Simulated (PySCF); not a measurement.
Mn(OH)3 (H3MnO3), SMILES [OH][Mn]([OH])[OH] (connectivity only; charge and spin as stated), neutral, multiplicity 5.

The structure is a stationary point at PBE0-D3(BJ)/def2-SVP. The multiplicity is an assumed one; other spin states were not compared. The values are those of a single conformer.

Two levels are set side by side: PBE/def2-TZVPD (PySCF) and B3LYP/def2-TZVPD (PySCF). Same geometry, gas phase. Differences are taken from unrounded values.

```csv
quantity,B3LYP
α-spin orbital gap (eV),4.31
β-spin orbital gap (eV),6.01
dipole moment (D),1.46
mean polarisability (bohr³),47.5
```

### Question
What does PBE give, and how far is it from B3LYP? (Estimate from the structure and the level; the computed values follow.)

### Answer

| quantity | PBE | PBE minus B3LYP |
|---|---|---|
| α-spin orbital gap (eV) | 1.78 | -2.53 |
| β-spin orbital gap (eV) | 3.76 | -2.25 |
| dipole moment (D) | 1.47 | 0.01 |
| mean polarisability (bohr³) | 51.1 | 3.6 |

Loosely held outer electrons make PBE densities more polarisable. Differences between two approximate levels are no errors against the true value.

Rough cost on one machine, each run with all the roots and properties that it gave: B3LYP against PBE within a factor of 2.
